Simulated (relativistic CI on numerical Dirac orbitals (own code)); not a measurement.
# Ag25+: what numerical and physical settings do to a radial Dirac CI calculation

Reference input:

```
atom Ag  Z=47  charge=25  electrons=22
nucleus A=107  rms_radius_fm=4.5454
hamiltonian dirac-coulomb  breit=on  qed=on  c_scale=1
orbitals kli  potential=per-configuration
slater_scale 1
correlation none
mixing on
grid step=0.0125 r_max=4.4
scf mixing=0.4 start=green max_iterations=150 tolerance=2e-08 node_fill=0.05
configurations
  [Ar] 3d4
  [Ne] 3s2 3p5 3d5
  [Ne] 3s 3p6 3d5
end
```

Computed lowest total energy -4930.84959 Ha, first excitation 25945.0 cm⁻¹, 30 SCF steps. Runs with settings changed; * marks those that are bad on purpose:

```tsv
Changed	Outcome	Lowest level	ΔE (Ha)	First excitation (cm⁻¹)	SCF steps	Message
iteration limit 30, Breit term off	converged	3s2.3p6.3d4 5D_0	-3.46	27903.9	30	
node fill of the KLI weights 0.5	converged	3s2.3p6.3d4 5D_0	0.00177	26277.2	30	
Slater scale 0.5, QED terms off, nuclear radius 4.9999 fm	converged	3s2.3p6.3d4 3P_0	-2.18	40142.7	30	
node fill of the KLI weights 0.2	converged	3s2.3p6.3d4 5D_0	-0.00381	26078.7	30	
SCF mixing 1.8 *	converged	3s2.3p6.3d4 5D_0	8.28e-10	25945.0	31	
Slater scale -1 *	converged	3s2.3p6.3d4 1S_0	-0.55	102187.0	30
```
